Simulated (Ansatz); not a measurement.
`N[Si](F)([SiH3])Cl` → `N[SiH](F)Cl` + `[SiH2]` at 298.15 K and 1 bar (silylene loss).

Computed with Ansatz on PBE0-D4/def2-TZVP structures; ΔE is electronic, products minus reactants. CCSD(T)/CBS is the MP2 limit (def2-TZVPP, def2-QZVPP) plus CCSD(T) − MP2 in def2-TZVPP, frozen cores. This one scheme is used for every species. One conformer a species, not always the lowest.

| species | CCSD(T)/CBS energy (Eh) | H − E (kJ/mol) | S (J/(mol·K)) |
| --- | --- | --- | --- |
| `N[Si](F)([SiH3])Cl` | -1195.59251 | 172.2 | 380.4 |
| `N[SiH](F)Cl` | -905.31614 | 121.5 | 316.9 |
| `[SiH2]` | -290.19011 | 40.6 | 207.5 |

H − E and S are ideal-gas, rigid-rotor, harmonic terms from PBE0-D4/def2-TZVP, for one conformer and one mirror image of each species. 1 Eh = 2625.50 kJ/mol, R = 8.31446 J/(mol·K).

Q: By hand: ΔE, ΔH, ΔS and ΔG.

A: ΔE = (-905.31614) + (-290.19011) − (-1195.59251) = 0.08626 Eh = 226.5 kJ/mol. Δ(H − E) = 121.5 + 40.6 − 172.2 = -10.1, so ΔH = 216.4 kJ/mol. ΔS = 316.9 + 207.5 − 380.4 = 144.0 J/(mol·K). ΔG = 216.4 − 298.15 × (144.0)/1000 = 173.5 kJ/mol.

Q: By hand: the equilibrium constant, and the temperature at which ΔG would vanish if ΔH and ΔS stayed fixed.

A: log₁₀ K = −ΔG/(RT ln 10) = -30.4. ΔG = 0 at ΔH/ΔS = 1503 K.

The number of gas molecules changes by +1, which sets the sign of ΔS. A doubt of 5 kJ/mol in ΔE shifts log₁₀ K by 0.9 here. Other conformers and mirror images would add mixing entropy, several J/(mol·K) or more a flexible species. These are equilibria of isolated gas molecules and say nothing of rates. Largest T1 diagnostic: 0.014 (customary marks: 0.02 for closed shells, 0.045 for open ones).
